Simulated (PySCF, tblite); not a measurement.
Species: C₃HF₆P.
Geometry (GFN2-xTB, Å), atoms numbered from 1 in this order:
```
atom  x, y, z in Å
F1     3.487   -0.575    0.358
C2     2.175   -0.630    0.162
P3     1.212    0.685    0.551
C4    -0.405   -0.173   -0.001
F5    -0.354   -0.532   -1.306
F6    -0.622   -1.315    0.694
C7    -1.581    0.789    0.219
F8    -2.761    0.298   -0.129
F9    -1.635    1.130    1.510
F10   -1.373    1.909   -0.478
H11    1.864   -1.584   -0.252
```

Computed with CAM-B3LYP/def2-SVPD in PySCF (dipole) on a GFN2-xTB geometry, gas phase.

Masses are those of the commonest isotopes; rigid-rotor values at the optimised geometry. The values belong to one conformer with, in the numbering `[F:1]/[CH:2]=[P:3]/[C:4]([F:5])([F:6])[C:7]([F:8])([F:9])[F:10]`, C2–P3–C4–F5 -59°.

(1) What are A, B and C (MHz)?

(2) What kind of rotor is it?

(3) Is it planar, by Δ = Ic − Ia − Ib?

(4) Give the other two planar moments, Paa and Pbb, and the rms extents of the mass along the axes.

(5) Predict some low-J microwave lines.

(6) Estimate the classical rotational partition function at 10 K, 50 K and 298.15 K.

## Answers

(1) Ia = 225.64, Ib = 728.51, Ic = 777.16 u·Å²; 505379 MHz·u·Å²/I gives A = 2240, B = 693.7, C = 650.3 MHz.

(2) A near-prolate asymmetric top. Ray's parameter κ = (2B − A − C)/(A − C) = -0.945; −1 is the prolate and +1 the oblate limit.

(3) Not planar: Δ = Ic − Ia − Ib = -176.99 u·Å². For a rigid frame Δ = −2 Σ m c², so Σ m c² = 88.49 u·Å² lies off the ab plane: 0.00 from hydrogen and 88.49 from heavier atoms. The atom farthest from that plane is 1.08 Å away.

(4) Paa = Σ m a² = (Ib + Ic − Ia)/2 = 640.01 and Pbb = Σ m b² = (Ia + Ic − Ib)/2 = 137.14 u·Å². With the mass M = 181.97 u, the rms extents √(P/M) along a, b and c are 1.88, 0.87, 0.70 Å.

(5) The dipole components are |μa| = 0.92 D, |μb| = 0.29 D, |μc| = 0.00 D; the mirror of this Cs structure is the ab plane, so μc vanishes by symmetry and there are no c-type lines. Intensities carry the squares of the components, which stand as 1.00 : 0.10 (a : b). Some lines, for components of 0.1 D or more:

```json
{"type": "a", "branch": "Q", "J(Ka,Kc)": "4(1,3) ← 4(1,4)", "MHz": "434", "lower level (cm⁻¹)": "0.493"}
{"type": "b", "branch": "R", "J(Ka,Kc)": "4(1,3) ← 3(2,2)", "MHz": "887", "lower level (cm⁻¹)": "0.478"}
{"type": "b", "branch": "Q", "J(Ka,Kc)": "2(1,1) ← 2(0,2)", "MHz": "1634", "lower level (cm⁻¹)": "0.134"}
{"type": "b", "branch": "Q", "J(Ka,Kc)": "3(1,2) ← 3(0,3)", "MHz": "1702", "lower level (cm⁻¹)": "0.269"}
{"type": "b", "branch": "Q", "J(Ka,Kc)": "4(1,3) ← 4(0,4)", "MHz": "1796", "lower level (cm⁻¹)": "0.448"}
{"type": "a", "branch": "R", "J(Ka,Kc)": "3(1,3) ← 2(1,2)", "MHz": "3966", "lower level (cm⁻¹)": "0.185"}
{"type": "a", "branch": "R", "J(Ka,Kc)": "3(0,3) ← 2(0,2)", "MHz": "4028", "lower level (cm⁻¹)": "0.134"}
{"type": "a", "branch": "R", "J(Ka,Kc)": "3(2,2) ← 2(2,1)", "MHz": "4032", "lower level (cm⁻¹)": "0.344"}
{"type": "a", "branch": "R", "J(Ka,Kc)": "3(2,1) ← 2(2,0)", "MHz": "4036", "lower level (cm⁻¹)": "0.344"}
{"type": "b", "branch": "R", "J(Ka,Kc)": "2(1,2) ← 1(0,1)", "MHz": "4191", "lower level (cm⁻¹)": "0.045"}
{"type": "b", "branch": "Q", "J(Ka,Kc)": "4(2,2) ← 4(1,3)", "MHz": "4501", "lower level (cm⁻¹)": "0.508"}
{"type": "b", "branch": "Q", "J(Ka,Kc)": "2(2,0) ← 2(1,1)", "MHz": "4639", "lower level (cm⁻¹)": "0.189"}
{"type": "b", "branch": "Q", "J(Ka,Kc)": "2(2,1) ← 2(1,2)", "MHz": "4768", "lower level (cm⁻¹)": "0.185"}
{"type": "b", "branch": "Q", "J(Ka,Kc)": "3(2,2) ← 3(1,3)", "MHz": "4834", "lower level (cm⁻¹)": "0.317"}
{"type": "a", "branch": "R", "J(Ka,Kc)": "4(1,4) ← 3(1,3)", "MHz": "5287", "lower level (cm⁻¹)": "0.317"}
{"type": "a", "branch": "R", "J(Ka,Kc)": "4(2,3) ← 3(2,2)", "MHz": "5375", "lower level (cm⁻¹)": "0.478"}
{"type": "a", "branch": "R", "J(Ka,Kc)": "4(2,2) ← 3(2,1)", "MHz": "5384", "lower level (cm⁻¹)": "0.478"}
{"type": "a", "branch": "R", "J(Ka,Kc)": "4(1,3) ← 3(1,2)", "MHz": "5461", "lower level (cm⁻¹)": "0.326"}
{"type": "b", "branch": "R", "J(Ka,Kc)": "3(1,3) ← 2(0,2)", "MHz": "5470", "lower level (cm⁻¹)": "0.134"}
{"type": "b", "branch": "R", "J(Ka,Kc)": "4(1,4) ← 3(0,3)", "MHz": "6729", "lower level (cm⁻¹)": "0.269"}
{"type": "b", "branch": "R", "J(Ka,Kc)": "2(2,1) ← 1(1,0)", "MHz": "7370", "lower level (cm⁻¹)": "0.098"}
{"type": "b", "branch": "R", "J(Ka,Kc)": "2(2,0) ← 1(1,1)", "MHz": "7414", "lower level (cm⁻¹)": "0.096"}
{"type": "b", "branch": "Q", "J(Ka,Kc)": "4(3,2) ← 4(2,3)", "MHz": "7842", "lower level (cm⁻¹)": "0.657"}
{"type": "b", "branch": "R", "J(Ka,Kc)": "4(2,2) ← 3(1,3)", "MHz": "10223", "lower level (cm⁻¹)": "0.317"}
{"type": "b", "branch": "Q", "J(Ka,Kc)": "4(4,0) ← 4(3,1)", "MHz": "10973", "lower level (cm⁻¹)": "0.919"}
{"type": "b", "branch": "R", "J(Ka,Kc)": "3(3,0) ← 2(2,1)", "MHz": "11872", "lower level (cm⁻¹)": "0.344"}
{"type": "b", "branch": "R", "J(Ka,Kc)": "4(3,2) ← 3(2,1)", "MHz": "13213", "lower level (cm⁻¹)": "0.478"}
{"type": "b", "branch": "R", "J(Ka,Kc)": "4(4,0) ← 3(3,1)", "MHz": "16351", "lower level (cm⁻¹)": "0.740"}
```

(6) Point group Cs, symmetry number σ = 1; q = (√π/σ)·√((kT/h)³/(ABC)), k/h = 20836.6 MHz/K: 5300 at 10 K, 59300 at 50 K, 863000 at 298.15 K.

Its GFN2-xTB frequencies are all real (lowest 25 cm⁻¹). These are rigid-rotor constants of the computed structure; measured ground-state constants (B0) also hold zero-point vibration.

On one thread, x86-64 server, shared host, this took 35 s wall. This is the CAM-B3LYP/def2-SVPD job that gave the dipole, with the excitations it also computed.
